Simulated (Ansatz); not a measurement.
MMe2 with several metals: gap (eV) at several levels, gas phase, relaxed structures; Ansatz. HOMO and LUMO are taken over both spins. Singlets are spin-restricted. A dash marks a value that wasn't run or was left out as unsound. The structures are stationary points that may keep the symmetry of their start. Remarks come from the PBE and PBE0 runs and from stability tests at other levels; not every state was tested. HOMO above LUMO (over both spins in singlets and doublets, within one spin in higher multiplets; at PBE or PBE0), or a gap under 0.15 eV within one spin, warns that the state may not be the lowest or that an electron is smeared out.

```csv
species,state,geometry,PBE-D4/def2-SVP,r2SCAN-D4/def2-TZVP,r2SCAN-D4/def2-TZVPD,PBE0-D4/def2-SVP,PBE0-D4/def2-TZVPD,BHLYP-D4/def2-TZVP,remarks
CoMe2 (C2H6Co),quartet,PBE0-D4/def2-TZVP,0.78,1.85,–,3.93,–,6.19,doublet lower at PBE
CrMe2 (C2H6Cr),quintet,PBE-D4/def2-TZVP,2.03,2.45,2.45,4.60,4.48,6.29,–
FeMe2 (C2H6Fe),quintet,PBE0-D4/def2-TZVP,0.28,1.25,1.25,4.08,4.07,6.39,–
CuMe2 (C2H6Cu),doublet,r2SCAN-D4/def2-TZVP,–,0.13,0.13,2.01,2.20,5.41,"HOMO above LUMO, gap within one spin near zero"
MnMe2 (C2H6Mn),sextet,r2SCAN-D4/def2-TZVP,1.80,3.01,3.02,4.51,4.57,6.40,–
NiMe2 (C2H6Ni),triplet,r2SCAN-D4/def2-TZVP,0.22,1.04,1.05,3.86,3.66,6.35,singlet lower at PBE
```

Over the 4 species that have every level, the mean is 1.08 at PBE-D4/def2-SVP, 1.94 at r2SCAN-D4/def2-TZVP, 1.94 at r2SCAN-D4/def2-TZVPD, 4.26 at PBE0-D4/def2-SVP, 4.19 at PBE0-D4/def2-TZVPD, 6.36 at BHLYP-D4/def2-TZVP. Orbital gaps grow with the share of exact exchange and aren't one observable across functionals.
